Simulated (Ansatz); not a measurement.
```yaml
crystal:
  periodic: [false, false, false]
  atoms:
    - {symbol: Cu, position_ang: [-0.128715, -1.199151, 0.037988]}
    - {symbol: Cu, position_ang: [-0.724872, 1.138111, -0.060508]}
    - {symbol: O, position_ang: [0.877481, 0.294016, -0.031773]}
basis:
  gaussian: {orbitals: cc-pVDZ}
hamiltonian: {xc: {name: revPBE}}
scf: {omitted_lower_state_checks: [starts]}
output: {forces: true}
```

```sh
$ ansatz run in.yaml --threads 2 --pin off --events-out ev --progress --plain --max-ram 4352MiB
```

Shortened log:

```
Functional definition: revPBE
1211 factors; their error is unknown
mean field evaluation 1: about -91309.7321 eV, gradient 9.7e1 eV
mean field evaluation 2: about -90743.3102 eV, gradient 6.2e2 eV
mean field evaluation 4: about -91316.6222 eV, gradient 7.3e1 eV
mean field evaluation 8: about -91324.6630 eV, gradient 5.6e0 eV
mean field evaluation 16: about -91324.7073 eV, gradient 3.5e-3 eV
mean field -91324.70725220 eV, -3356.1210894084 hartree, gradient 5.8e-5 eV, S^2 0.000000; 0 other end points of the search recorded, 0 dependent functions left out
reference -91324.70730165 eV, -3356.1210912256 hartree; 33, 33 occupied and 67, 67 virtual orbitals, 1211 factors
Total energy: -91324.70730165 eV, -3356.1210912256 hartree
Atom 0 at    -0.128715    -1.199151     0.037988 Å, force     0.229025    -0.263010     0.010285 eV/Å
Atom 1 at    -0.724872     1.138111    -0.060508 Å, force     0.171433     0.288267    -0.013355 eV/Å
Atom 2 at     0.877481     0.294016    -0.031773 Å, force    -0.400458    -0.025257     0.003070 eV/Å
Dipole moment:    -0.682859    -0.168212     0.010666 e Å
Checks for a lower state left out: starts
```

Run time 2.1 s (2 threads of Arm Neoverse V1 on a shared host).
